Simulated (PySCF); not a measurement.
## Spin-rotation constants: SMILES C[Si]1(C)COC1, C₄H₁₀OSi

Geometry (Å), atoms numbered from 1 in this order:
```xyz
16

C     0.895    1.646    0.706
Si    0.171    0.034    0.007
C     1.512   -1.165   -0.606
C    -1.313   -0.738    0.966
O    -2.233   -0.443   -0.095
C    -1.411    0.196   -1.082
H     1.554    1.442    1.544
H     0.118    2.322    1.051
H     1.477    2.166   -0.049
H     1.085   -2.081   -1.003
H     2.108   -0.709   -1.391
H     2.186   -1.435    0.201
H    -1.634   -0.243    1.887
H    -1.291   -1.816    1.153
H    -1.787    1.203   -1.285
H    -1.443   -0.370   -2.017
```

Computed with GIAO B97-2/pcSseg-1 magnetisability, rotational g tensor and spin-rotation constants, non-relativistic, gas phase (PySCF). Geometry: GFN2-xTB.

(1) Give the nuclear spin-rotation constants along the inertial axes (H = +C I·J) beside the isotropic shieldings.

(2) How do the rotational constants and the g tensor change when H7, H8, H9, H10, H11, H12, H13, H14, H15, H16 are replaced by deuterium?

Results:

(1) Rotational constants 3.8294, 2.2326, 1.8952 GHz. A star marks the isotopologue with that one atom substituted, in its own axes.
```
atom  isotope  Caa (kHz)  Cbb (kHz)  Ccc (kHz)  mean (kHz)  σ (ppm)
  H7       1H     -0.266     -0.257     -0.069      -0.197     31.6
  H8       1H     -0.302     -0.030     -0.226      -0.186     31.1
  H9       1H     -0.266     -0.257     -0.069      -0.197     31.6
 H10       1H     -0.302     -0.030     -0.226      -0.186     31.1
 H11       1H     -0.265     -0.257     -0.069      -0.197     31.6
 H12       1H     -0.265     -0.257     -0.069      -0.197     31.6
 H13       1H     -0.368      0.037     -0.104      -0.145     27.3
 H14       1H     -0.368      0.037     -0.104      -0.145     27.3
 H15       1H     -0.368      0.037     -0.103      -0.145     27.3
 H16       1H     -0.368      0.038     -0.104      -0.145     27.3
  C1     13C*      0.437      0.256      0.218       0.304    186.2
 Si2    29Si*     -2.728     -1.418     -1.197      -1.781    329.5
  C4     13C*      0.727      0.638      0.379       0.581    113.4
  O5     17O*     -0.046     -0.236     -0.108      -0.130    325.6
```
For the geometry as given, no vibrational averaging.

(2) Constants 2.9155, 1.8802, 1.5804 GHz; g -0.0083, -0.0236, -0.0069, against -0.0109, -0.0277, -0.0080 before.
